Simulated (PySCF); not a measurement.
## Ionisation energy of Ar²⁺ by level of theory

Ar²⁺ [Ne] 3s2 3p4 (3P) → Ar³⁺ [Ne] 3s2 3p3 (4S), as a difference of total energies. Calculation: PySCF 2.14, in def2-TZVPPD (6s6p4d1f, 51 functions); the non-relativistic Hamiltonian (point nucleus). Correlated levels: valence: [Ne] frozen; valence and next inner shell: 1s2 frozen. The calculations carry no spin-orbit coupling.

```csv
method,ionisation energy (eV),plus first-order spin-orbit estimate,difference from reference of that sum (eV)
UHF,39.381,39.444,-1.291
LDA,40.847,40.911,+0.176
PBE,40.735,40.798,+0.063
PBE0,40.728,40.791,+0.056
r2SCAN,40.686,40.749,+0.014
M06,40.625,40.688,-0.047
r2SCANh,40.679,40.743,+0.008
r2SCAN0,40.669,40.733,-0.002
MN15,40.997,41.061,+0.326
MP2 (valence),40.177,40.241,-0.494
SCS-MP2 (valence),40.265,40.329,-0.406
MP2 (valence and next inner shell),40.201,40.264,-0.471
SCS-MP2 (valence and next inner shell),40.275,40.339,-0.396
```

Reference: 40.735 ± 0.012 eV (semi-empirical (NIST evaluation); NIST Atomic Spectra Database, ionization energies).

A first-order spin-orbit estimate (lowest level to lowest level, LS coupling) adds 0.064 eV.

Errors of the correlated levels include the incompleteness of this basis and the frozen core.
